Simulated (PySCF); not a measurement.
## Unknown compound

Molecular formula: C₅H₇NO. Simulated spectra:

¹H NMR (300 MHz, computed): δ 2.68 (t, J = 7.4 Hz, 2H), 2.37 (t, J = 7.4 Hz, 2H), 2.25 (s, 3H).

¹³C{¹H} NMR (computed): δ 209.5, 124.0, 43.5, 31.6, 12.0.

PySCF 2.14 calculation with coordinates at the GFN2-xTB level, NMR shieldings at PBE0/pcSseg-1/GIAO and couplings computed with B3LYP/pcJ-1 (spin–dipole term only in couplings to heteroatoms); gas phase, one conformer, relativity neglected, equivalent nuclei averaged.

Referencing at the same level of theory: TMS for ¹H, ¹³C.

Task: Choose the structure that fits.
A. CC(=O)CCC#N
B. Cn1ccc(O)c1
C. C=CC(=C)NC=O

Result: A. 

- The formula gives 3 degrees of unsaturation (no ring in the answer).
- 5 carbon signals for 5 carbons: no two carbons are equivalent.
- Carbon types of the structure: 2 × C, 2 × CH2, 1 × CH3, which accounts for all hydrogens.
- δC 209.5: ketone carbonyl carbon; the double bond to the heteroatom, with no lone-pair donor beside it, deshields it most.
- δC 124.0: nitrile carbon; C≡N carbons fall here, among the sp2 signals but without a proton.
- δC 43.5: sp3 CH2 α to a carbonyl; α to the electron-withdrawing carbonyl group.
- δC 31.6: methyl carbon α to a carbonyl; the adjacent C=O deshields it moderately.
- δC 12.0: sp3 CH2 α to a nitrile; saturated and bonded to C and H only.
- The protons at 2.68 and 2.37 share a coupling of 7.4 Hz (vicinal).

The others: Cn1ccc(O)c1 would give 4 signals for carbon-bound and other non-exchanging H, not 3; C=CC(=C)NC=O would give 6 signals for carbon-bound and other non-exchanging H, not 3.

Splittings below 1 Hz are ignored in the labels, and close J values are merged. Unscaled 3J(H,H) at this level run about 10 % above measured values. Shifts are as computed. Against solution values, carbons near 30 ppm lie about +3 ppm off and those near 130 ppm about +5 ppm. Of 1211 compounds with measured shifts, 218 miss one by over three times the rms of a fit or turn the order of signals round; such compounds aren't used in these exercises. Across freely rotating sp3–sp3 bonds, 3J(H,H) is taken as (2 J gauche + J anti)/3 from the one conformer, which assumes equal rotamer populations.
